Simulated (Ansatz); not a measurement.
CH6F2Si2 (`FC[SiH](F)[SiH3]`), relaxed with RKS PBE-D4/def2-SVP in the Gaussian-basis code of Ansatz from a rough embedded geometry. The force threshold is 0.03 eV/Å; the program also tests the step.

The species carries charge 0 and has multiplicity 1.

Start:

```xyz
11

F     0.230   -0.319   -2.151
C    -0.456   -1.048   -1.230
Si   -0.872    0.071    0.134
F    -1.682   -0.742    1.354
Si    1.093    0.935    1.010
H    -1.372   -1.482   -1.682
H     0.179   -1.868   -0.893
H    -1.802    1.194   -0.237
H     1.808    1.724    0.043
H     0.852    1.744    2.233
H     2.021   -0.208    1.420
```

```
        step  energy (eV)  largest force (eV/Å)  largest move (Å)
           1  -22299.6251                 2.648             0.000
           2  -22299.8173                 1.184             0.096
           3  -22299.8538                 0.249             0.053
           4  -22299.8572                 0.115             0.042
           5  -22299.8610                 0.035             0.078
           6  -22299.8624                 0.016             0.048
7 (rejected)  -22299.8624                 0.150             0.134
           8  -22299.8636                 0.032             0.064
           9  -22299.8639                 0.045             0.057
          10  -22299.8640                 0.030             0.012
          11  -22299.8642                 0.002             0.005
```

End:

```xyz
11

F     0.479   -0.418   -1.991
C    -0.476   -1.094   -1.218
Si   -0.910    0.100    0.210
F    -1.698   -0.751    1.383
Si    1.123    0.960    1.018
H    -1.346   -1.360   -1.860
H    -0.036   -2.042   -0.833
H    -1.843    1.176   -0.278
H     1.697    1.920    0.013
H     0.917    1.682    2.323
H     2.092   -0.171    1.233
```

Run time 13 s (4 threads of an Intel Xeon on a shared host); peak host memory 0.17 GiB.
